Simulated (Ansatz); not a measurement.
Consider the cleavage of the Si–Si bond: `C=C[SiH2][SiH2]O` + `C[SiH2]N` → `C[SiH2]N[SiH2]O` + `C=C[SiH3]`.

Program: Ansatz. Geometries: PBE0-D4/def2-TZVP. ΔE: electronic, gas phase. CCSD(T)/CBS adds triple-zeta CCSD(T) − MP2 to the extrapolated MP2 energy (def2 sets, frozen cores). DFT in def2-TZVPP. B3LYP here is the variant with VWN-RPA as its local correlation; programs differ in this. Each species was taken in one conformer, which may not be the lowest.

`C=C[SiH2][SiH2]O`:

Cartesian coordinates in Å:
```
C 2.406 0.653 0.660
C 1.180 0.244 0.976
Si -0.368 0.961 0.232
Si -1.488 -0.657 -1.039
O -1.756 -1.936 -0.022
H 2.575 1.463 -0.044
H 3.294 0.200 1.091
H 1.075 -0.576 1.685
H 0.000 2.104 -0.650
H -1.287 1.454 1.297
H -0.662 -1.074 -2.212
H -2.773 -0.131 -1.590
H -2.196 -2.707 -0.384
```

`C[SiH2]N`:

Z-matrix (Å, degrees):
```
C
Si 1 1.871
H 1 1.093 2 111.2
H 1 1.094 2 110.5 3 119.8
H 1 1.093 2 111.2 3 -120.4
N 2 1.720 1 116.4 3 60.2
H 2 1.489 1 108.4 3 -179.4
H 2 1.489 1 108.4 3 -60.3
H 6 1.007 2 120.7 1 73.7
H 6 1.007 2 120.7 1 -73.5
```

`C[SiH2]N[SiH2]O`:

```xyz
14

C    -1.733    1.519    0.906
Si   -0.304    1.055   -0.198
N     0.571   -0.314    0.405
Si    0.896   -1.789   -0.412
O     1.970   -1.661   -1.653
H    -2.440    0.692    0.997
H    -1.384    1.780    1.909
H    -2.265    2.385    0.504
H     0.587    2.242   -0.340
H    -0.782    0.658   -1.549
H     0.969   -0.232    1.330
H     1.401   -2.724    0.631
H    -0.323   -2.303   -1.075
H     2.837   -1.308   -1.453
```

`C=C[SiH3]`:

```xyz
9

C    -0.823    1.283    0.245
C    -0.715    0.017   -0.148
Si    0.888   -0.924   -0.113
H     0.033    1.842    0.613
H    -1.768    1.819    0.218
H    -1.611   -0.487   -0.507
H     0.778   -2.125    0.760
H     1.960   -0.034    0.408
H     1.257   -1.393   -1.476
```

CCSD(T)/CBS gives -0.91 eV.

Problem. Another level gave -1.03 eV. Which?
A. HF/def2-TZVPP
B. PBE-D4/def2-TZVPP
C. PBE0-D4/def2-TZVPP
D. B3LYP/def2-TZVPP

Solution. A. HF/def2-TZVPP -1.03, PBE0-D4 -0.77, B3LYP -0.86, PBE-D4 -0.71 eV.

Largest T1 diagnostic among the species: 0.012.

From PBE to PBE0 (25 % exact exchange), in def2-TZVPP and without D4, ΔE moves by −0.07 eV. In def2-TZVPP, CCSD(T) changes the Hartree–Fock value by +0.11 eV (the triples alone add +0.01 eV) and MP2 by +0.04 eV.
